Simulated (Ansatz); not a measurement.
CH6OSSi can be A, `OC[SiH2]S`, or B, `CS[SiH2]O`.

Calculated with Ansatz (gas phase, PBE0-D4/def2-TZVP geometries, no zero-point term in ΔE). CCSD(T)/CBS adds triple-zeta CCSD(T) − MP2 to the extrapolated MP2 energy (def2 sets, frozen cores). DFT in def2-TZVPP. Each species was taken in one conformer, which may not be the lowest.

Task: Which isomer does CCSD(T)/CBS put lower? Give the gap. (An estimate is asked.)

Result: Ansatz gave: B, by 156.2 kJ/mol.

Task: Give E(B) − E(A) in kJ/mol with PBE-D4, CCSD(T)/def2-SVP, BLYP-D4, PBE0-D4, B2PLYP, CCSD/def2-TZVPP, LDA (SPW92). (Estimate.)

Result: Ansatz gave: PBE-D4 -145.6, CCSD(T)/def2-SVP -129.7, BLYP-D4 -150.4, PBE0-D4 -148.3, B2PLYP -156.4, CCSD/def2-TZVPP -152.0, LDA (SPW92) -143.1. None reverses the order clearly.

Task: Does the order hold for the free energy at 298.15 K (harmonic terms from PBE0-D4)? (Best estimate.)

Result: The calculation gave: Yes: G(B) − G(A) = -150.7 kJ/mol, for one conformer each.

Largest T1 diagnostic: 0.011.

At CCSD(T), def2-SVP lies +26.4 kJ/mol from the extrapolated value and def2-TZVPP +3.9 kJ/mol. From BLYP to BHLYP (50 % exact exchange), in def2-TZVPP and without D4, E(B) − E(A) moves by −5.8 kJ/mol.
